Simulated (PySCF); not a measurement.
# Magnetic susceptibility: `InChI=1S/C7H14/c1-4-7(5-2)6-3/h4H,5-6H2,1-3H3`

Cartesian coordinates in Å; atom numbers follow the order of the lines, from 1:
```xyz
21

C    -0.069   -2.516    0.447
C    -0.662   -1.168    0.699
C    -0.209    0.007    0.281
C     1.042    0.188   -0.536
C     2.274    0.295    0.365
C    -0.945    1.278    0.620
C    -1.874    1.698   -0.520
H     0.834   -2.464   -0.152
H     0.173   -2.997    1.395
H    -0.793   -3.150   -0.066
H    -1.566   -1.190    1.296
H     1.175   -0.645   -1.229
H     0.957    1.101   -1.129
H     2.166    1.127    1.058
H     2.399   -0.615    0.947
H     3.170    0.455   -0.231
H    -0.225    2.078    0.809
H    -1.538    1.137    1.525
H    -2.619    0.926   -0.699
H    -2.387    2.625   -0.274
H    -1.314    1.849   -1.440
```

Method used: GIAO CAM-B3LYP/pcSseg-1 magnetisability, rotational g tensor and spin-rotation constants, non-relativistic, gas phase in PySCF 2.14.0. Geometry: GFN2-xTB.

What are the magnetisability and the molar susceptibility?

Isotropic -1320 × 10⁻³⁰ J/T², or -79.5 × 10⁻⁶ cm³/mol; principal values -1466, -1294, -1201 × 10⁻³⁰ J/T², anisotropy 233 × 10⁻³⁰ J/T² (root of half the summed squared differences of the principal values). The susceptibility is in cgs units.

Split it along the inertial axes a, b, c into diamagnetic and paramagnetic parts about the centre of mass, with the quadrupole moment.


| axis | χ (10⁻⁶ cm³/mol) | diamagnetic (10⁻⁶ cm³/mol) | paramagnetic (10⁻⁶ cm³/mol) | summed x² of all electrons (Å²) | quadrupole Θ (D Å) |
| --- | --- | --- | --- | --- | --- |
| a | -80.5 | -558.4 | 477.8 | 152.0 | +0.37 |
| b | -75.7 | -773.7 | 697.9 | 101.3 | +1.23 |
| c | -82.3 | -1074.7 | 992.5 | 30.3 | -1.60 |

Anisotropies 2χaa − χbb − χcc = -3.0 and 2χbb − χaa − χcc = +11.3 × 10⁻⁶ cm³/mol. Θ is traceless in Buckingham's convention.

And the rotational g tensor?


```tsv
axis	rotational constant (GHz)	g	nuclear part	electronic part
a	2.8901	-0.0042	0.6446	-0.6488
b	1.9586	-0.0077	0.6345	-0.6422
c	1.3388	-0.0001	0.6241	-0.6242
```
Asymmetric top; isotopes 12C, 1H; no vibrational averaging.
